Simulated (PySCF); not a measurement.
# Vibration and rotation of SbC⁻

RHF-CCSD(T) constants of SbC⁻, ¹Σ⁺ (singlet), closed shell (basis Sb aug-cc-pVDZ-PP with ECP28, C aug-cc-pVDZ; scalar-relativistic core potentials; PySCF 2.14; masses 120.9038 and 12.0000 u):

```
ωe              : 760.2 cm⁻¹
ωexe            : 3.89 cm⁻¹
Be              : 0.39767 cm⁻¹
αe              : 0.00268 cm⁻¹
D (centrifugal) : 4.35e-07 cm⁻¹
De to Sb + C⁻   : 4.28 eV
```

Q: Give the band origin of the fundamental and the first lines of its P and R branches.

A: ν0 = ωe − 2ωexe = 752.4 cm⁻¹, B0 = 0.39633, B1 = 0.39365 cm⁻¹.

| J″ | P(J″) − ν0 | R(J″) − ν0 |
| --- | --- | --- |
| 0 |  | 0.787 |
| 1 | -0.793 | 1.569 |
| 2 | -1.591 | 2.346 |
| 3 | -2.394 | 3.117 |
| 4 | -3.203 | 3.883 |
| 5 | -4.017 | 4.643 |
| 6 | -4.836 | 5.398 |

Q: Near which J would the R branch turn back, without centrifugal distortion?

A: At J ≈ (B0 + B1)/(2(B0 − B1)) − 1 ≈ 150.

Correlated steps freeze 5 core orbitals. Correlated levels converge slowly with the basis: in double zeta they bind strong bonds too weakly, by up to about 1 eV, and carry superposition errors of some tenths. These are scalar-relativistic numbers at best; spin–orbit coupling would shift them, the dissociation energy most. For an ion De counts to the pair picked by the measured ionisation energies or electron affinities, which need not be the lowest pair at this level. Where the molecule has an RHF reference, its open-shell atoms are computed with UHF. The CCSD T1 diagnostic is raised, a sign that a single reference may not be enough here.
